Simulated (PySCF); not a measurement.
C6H14N2.
Structure used (GFN2-xTB), in Å, numbered top down from 1:
```
atom  x, y, z in Å
C1    -2.0817    1.2740    0.3665
C2    -1.1882    0.3511   -0.4585
C3    -1.4332   -1.1109   -0.0685
N4     0.1836    0.8259   -0.3235
C5     1.1814    0.2272   -1.2043
C6     1.9843   -0.7801   -0.3547
C7     1.5421   -0.4532    1.0871
N8     0.6861    0.7334    1.0017
H9    -1.9455    2.3039    0.0491
H10   -1.8096    1.1974    1.4152
H11   -3.1259    0.9988    0.2451
H12   -1.4314    0.4781   -1.5209
H13   -0.7694   -1.7788   -0.6126
H14   -2.4594   -1.3845   -0.3036
H15   -1.2771   -1.2445    0.9984
H16    0.7093   -0.2317   -2.0718
H17    1.8398    1.0305   -1.5565
H18    1.7397   -1.8085   -0.6167
H19    3.0559   -0.6401   -0.4883
H20    2.3855   -0.2637    1.7510
H21    0.9577   -1.2757    1.5076
H22    1.2456    1.5708    1.1575
```

Computed at PBE0/pcSseg-1 (PySCF, non-relativistic), with Q(14N) = 0.02044 b: N4, 14N (I = 1): χzz = -7.350 MHz, η = 0.335; N8, 14N (I = 1): χzz = -6.516 MHz, η = 0.408.

Where would the pure quadrupole (NQR) lines of 14N at N4 fall for the rigid, isolated species?

From ν± = (3/4)|χ|(1 ± η/3) and ν0 = |χ|η/2: ν+ 6.128 MHz, ν− 4.898 MHz, ν0 1.230 MHz (hydrazine nitrogen).

Where would the pure quadrupole (NQR) lines of 14N at N8 fall for the rigid, isolated species?

From ν± = (3/4)|χ|(1 ± η/3) and ν0 = |χ|η/2: ν+ 5.552 MHz, ν− 4.221 MHz, ν0 1.331 MHz (hydrazine nitrogen).

In a crystal, neighbours and librations shift these lines. GFN2-xTB bond lengths can be off by several hundredths of an ångström, more for odd bonds, and the gradients follow them. The small basis limits the accuracy of the gradients.

One conformer stands for the species.
